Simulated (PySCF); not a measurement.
Ga(H)2(PH2) (GaH₄P), SMILES [PH2][GaH2]. Coordinates come from a r2SCAN-D4/def2-TZVP optimisation.

TDDFT-CAM-B3LYP/def2-SVPD (PySCF 2.14.0) puts the lowest singlet excitations at 4.48, 5.46, 6.09, 6.25, 6.35, 6.85 eV.

### Question
What are the lowest excitation roots from PySCF with ADC(2)/aug-cc-pVDZ? (An estimate is asked for; the answer gives what the named calculation found.)

### Answer
4.68, 5.90, 6.07, 6.41, 6.44, 6.99 eV. S1 differs by 0.20 eV (second minus first; roots are paired by order, and the bases may differ).
